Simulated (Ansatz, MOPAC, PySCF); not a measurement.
Dimer: aminoborane (SMILES BN) (first 6 atoms) with HF (SMILES F); geometry from B3LYP-D3(BJ)/def2-TZVP, rigid monomers moved along the line of their centres of mass till N2···H8 is 1.74 Å.
(charge 0, multiplicity 1):
```xyz
8

B      0.906    -0.126     0.061
N     -0.143     0.579     0.665
H      0.663    -0.824    -0.871
H      1.999    -0.026     0.521
H      0.012     1.277     1.378
H     -1.065     0.633     0.257
F     -0.902    -1.257     2.448
H     -0.563    -0.679     1.790
```

Interaction energies are E(AB) − E(A) − E(B) at the monomers' geometry in the complex; basis-set methods are counterpoise corrected. Rows marked so take none.

Frozen-core correlation. CBS(a, b) extrapolates the correlation energy as X⁻³ and adds the Hartree–Fock energy of set b. Rows in 3-21G, 6-311+G**, 6-31G* carry no dispersion term and start afresh at each structure (6-31G* with six Cartesian d functions). MP2/6-31G* freezes PySCF's default core. The state reached by AM1, PM3 isn't checked.

Codes used: Ansatz (a program for electronic structure) with Gaussian orbitals; MOPAC for AM1, PM3 (differences of heats of formation); PySCF for 3-21G rows, 6-311+G** rows, 6-31G* rows, the dispersion terms. Each number belongs to the level named beside it.

Other levels give for the interaction energy: PBE/def2-TZVPPD -20.2; B3LYP/def2-TZVPPD -16.9; B3LYP-D3(BJ)/def2-TZVPPD -21.8; wB97M-V/def2-TZVPPD -19.5; MP2/CBS(aug-cc-pVDZ, aug-cc-pVTZ) + ΔCCSD(T)/aug-cc-pVDZ -18.0 kJ/mol.

Common cheap choices:

| level | interaction energy (kJ/mol) | less -18.0 (MP2/CBS(aug-cc-pVDZ, aug-cc-pVTZ) + ΔCCSD(T)/aug-cc-pVDZ) |
|---|---|---|
| AM1 | 29.5 | 47.5 |
| PM3 | 21.6 | 39.6 |
| B3LYP/3-21G (no counterpoise) | -31.5 | -13.5 |
| B3LYP/6-31G* | -13.9 | 4.1 |
| B3LYP/6-311+G** (no counterpoise) | -18.8 | -0.8 |
| M06-2X/6-31G* (no counterpoise) | -25.6 | -7.6 |
| MP2/6-31G* | -7.5 | 10.5 |
| MP2/6-31G* (no counterpoise) | -20.6 | -2.7 |
